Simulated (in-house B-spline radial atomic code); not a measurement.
Results of a calculation; reference values are marked as such.
Building a PAW s channel for O, r_c = 1.12 bohr

O, [He] 2s2 2p4, non-relativistic LDA (VWN5), spherical and spin-unpolarised, from an all-electron radial atomic-structure program (B-spline basis) (atomic units; all potentials screened as in the neutral atom).

Two all-electron partial waves φ1, φ2 are integrated outwards at E1 = ε(2s) = -0.871362 and E2 = E1 + 0.5 hartree; φ1 is the bound orbital and φ2 has unit norm inside r_c = 1.1208 bohr. Smooth partners are polynomials, r^1(a0 + a1 r² + a2 r⁴ + a3 r⁶), matched to φ and three derivatives at r_c, with no condition on the norm. The local potential is -8.7749 + (15.103) r² + (-11.5358) r⁴ + (3.33852) r⁶ inside 0.9176 bohr and the all-electron one outside.

```csv
wave,φ(r_c),φ'(r_c),a0,a1,a2,a3
1,0.888237,-0.4793784,1.861444,-1.277514,0.4047341,-0.05187723
2,1.024094,-1.386993,2.787881,-2.206539,0.6789425,-0.0876609
```

Inside r_c the overlaps are <φi φj> = [[0.55140, 0.74105], [0.74105, 1.00000]] and, for the smooth waves, [[0.64066, 0.87281], [0.87281, 1.19449]]. With χj = (Ej − T − V_local) applied to smooth wave j, the program's quadrature gives the matrix B_ij = <smooth i, χj> as [[0.93007, 1.40841], [1.34253, 2.03393]].

Task: Check the match of the first wave, and find the augmentation charges q_ij.

Result: At r_c the four terms are 2.08631, -1.79866, 0.71583, -0.11526, which sum to 0.8882, φ1(r_c) to rounding. q_ij is the all-electron overlap less the smooth one: [[-0.08926, -0.13176], [-0.13176, -0.19449]]. The smooth first wave has a norm of 0.6407 inside r_c against 0.5514, so q11 is negative and must stay small enough for the overlap operator to be positive.

Task: B isn't symmetric. Show that D_ij = B_ij + Ej q_ij is.

Result: Integrating by parts gives B12 − B21 = (E1 − E2) q12: 1.40841 − (1.34253) = 0.06588, and −0.5 × (-0.13176) = 0.06588. So D12 = 1.40841 + (-0.371362)(-0.13176) = 1.45734 and D21 = 1.34253 + (-0.871362)(-0.13176) = 1.45734; D11 = 1.00785, D22 = 2.10616. The projectors, p = (B⁻¹)ᵀ χ, are dual to the smooth waves; det B = 0.00086, small beside B11 B22, as the two smooth waves look alike inside r_c.

Solving (T + V_local + Σ p D p) ψ = E (1 + Σ p q p) ψ in a sphere of 9 bohr gives these levels:

```
all-electron  one projector  two projectors
   -0.871362      -0.871362       -0.871362
    0.023560       0.023282        0.023560
    0.261025       0.260231        0.261025
    0.655469       0.653254        0.655468
    1.194460       1.188990        1.194450
```

Task: What does the second projector gain?

Result: With one projector the errors are 0.00, -0.28, -0.79, -2.21, -5.47 millihartree. With two the errors are 0.00, 0.00, 0.00, 0.00, -0.01 millihartree. The scattering is exact at E1 and at E2 = -0.371, and over all levels compared the largest error is 0.01 millihartree. The lowest eigenvalue of the overlap operator is 0.7129 with one and 0.4197 with two projectors. The smooth orbital alone needs a cutoff of 8.99 hartree for 1 millihartree of kinetic energy, against 31 for a norm-conserving Troullier-Martins orbital of the same radius; part of the gain comes from giving up the norm, part from the simpler form.
